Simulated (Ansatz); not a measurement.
Consider the ligand exchange at the Si–O bond: `CB(C)O[SiH3]` + `O[Si]1(O)CO1` → `O[Si]1(O[SiH3])CO1` + `CB(C)O`.

Isolated molecules relaxed with PBE0-D4/def2-TZVP in Ansatz; ΔE leaves out vibrations. CBS: MP2 limit from def2 TZ/QZ plus the TZ coupled-cluster correction, frozen cores. Functionals use def2-TZVPP. B3LYP here is the variant with VWN-RPA as its local correlation; programs differ in this. One conformer a species, not always the lowest.

| level | ΔE (kJ/mol) |
| --- | --- |
| PBE-D4 | -20.5 |
| r2SCAN | -20.4 |
| PBE0 | -21.5 |
| B3LYP | -23.0 |
| MP2/def2-TZVPP | -21.0 |
| CCSD/def2-TZVPP | -22.4 |
| HF/def2-QZVPP | -24.9 |
| MP2/CBS(def2) | -20.5 |

(1) What does CCSD(T)/CBS give? (Best estimate.)

Largest T1 diagnostic among the species: 0.012.

## Answers

(1) Ansatz gave: -21.3 kJ/mol. The listed levels differ from it by 0.8, 0.9, -0.2, -1.7, 0.3, -1.1, -3.6, 0.8 kJ/mol.
